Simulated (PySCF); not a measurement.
**Spinor energies of Sr³¹⁺ (strontium, charge +31)**

Start: [He] 2s2 2p3; 2p1/2 filled at m_j = -1/2, +1/2; 2p3/2 filled at m_j = +3/2. Calculated with PySCF 2.14 in an uncontracted even-tempered set (17 s from 12 bohr⁻², ratio 2.4; 12 p from 15 bohr⁻², ratio 2.4; 5 d from 55 bohr⁻², ratio 2.6; 4 f from 82 bohr⁻², ratio 2.6): generalised Hartree-Fock with the X2C-1e Hamiltonian and a Gaussian nucleus; one run each with spin-orbit coupling (SO) switched off, then screened by Boettger's factors.

```tsv
spinor shell	electrons	ε, spin-free (eV)	ε, screened SO (eV)	weight of nominal j (screened SO)	rms radius, screened SO (bohr)
1s1/2	2	-18279.2	-18274.8	1.000	0.0448
2s1/2	2	-4025.7	-4024.4	1.000	0.178
2p1/2	2	-3870.1	-3898.1	0.971	0.153
2p3/2	1	-3870.1	-3832.0	1.000	0.157
```

```
   quantity    spin-free  screened SO
E (hartree)  -2225.58634  -2227.34290
        M_J          3/2          3/2
       ⟨J²⟩        3.750        3.753
       ⟨L²⟩        0.000        1.714
       ⟨S²⟩        3.750        2.000
```

Each row is a mean over spinors that exchange with the open shell spreads, by up to 48.979 eV (2s1/2).

Breit and QED terms are absent; they matter most for the inner s and p1/2 levels.

Densities and radii are taken from the X2C orbitals without a picture-change correction, which distorts them close to the nucleus.

Without spin-orbit coupling the j labels of p, d and f shells carry no meaning; the spin-free column gives the mean over the occupied spinors of each nl shell.
